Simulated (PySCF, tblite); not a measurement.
Isomers of C4H10ClNSi, one GFN2-xTB conformer each. Single-point energies are computed at PBE0/pcSseg-1 (PySCF, gas phase, no added dispersion term), electronic only.

```json
{"SMILES": "Cl[SiH2]N1CCCC1", "GFN2-xTB relative energy (kcal/mol)": "0.0"}
{"SMILES": "C/C=N\\[Si](C)(C)Cl", "GFN2-xTB relative energy (kcal/mol)": "34.5"}
```

Conformers: `[Cl:1][SiH2:2][N:3]1[CH2:4][CH2:5][CH2:6][CH2:7]1` with Cl1–Si2–N3–C4 -21°, Si2–N3–C4–C5 171°, N3–C4–C5–C6 36°, C4–C5–C6–C7 -39°, C5–C6–C7–N3 29°; `[CH3:1]/[CH:2]=[N:3]\[Si:4]([CH3:5])([CH3:6])[Cl:7]` with C2–N3–Si4–C5 121°.

Question: What does PBE0/pcSseg-1 give for the same structures?

Answer: 
```
            SMILES  PBE0/pcSseg-1 E (Eh)  PBE0/pcSseg-1 (kcal/mol)  GFN2-xTB (kcal/mol)  point group
C/C=N\[Si](C)(C)Cl            -962.38806                       0.0                 34.5      near Cs
   Cl[SiH2]N1CCCC1            -962.36364                      15.3                  0.0           C1
```

GFN2-xTB puts Cl[SiH2]N1CCCC1 lowest instead. As drawn, the lower has a C=N bond and an Si–C bond, which the higher lacks.

Question: Which frontier levels, dipoles and rotational constants go with these structures?

Answer: 
```tsv
SMILES	HOMO (eV, PBE0/pcSseg-1)	LUMO (eV)	dipole (D)	A, B, C (MHz)
C/C=N\[Si](C)(C)Cl	-6.99	-0.62	1.65	1981, 1346, 1096
Cl[SiH2]N1CCCC1	-6.31	0.63	2.46	4216, 1013, 850.6
```

Question: What happens when harmonic zero-point energies from GFN2-xTB frequencies are added?

Answer: 
```json
{"SMILES": "C/C=N\\[Si](C)(C)Cl", "ZPE (kcal/mol)": "83.5", "electronic (kcal/mol)": "0.0", "with ZPE (kcal/mol)": "0.0"}
{"SMILES": "Cl[SiH2]N1CCCC1", "ZPE (kcal/mol)": "84.6", "electronic (kcal/mol)": "15.3", "with ZPE (kcal/mol)": "16.4"}
```

The zero-point energies span 1.1 kcal/mol. The order is unchanged.

Question: As an exercise, what shares would exp(−E/RT) give at 2000 K from these electronic energies alone (no entropy, no degeneracies)?

Answer: RT = 3.974 kcal/mol: C/C=N\[Si](C)(C)Cl 97.9 %, Cl[SiH2]N1CCCC1 2.1 %.
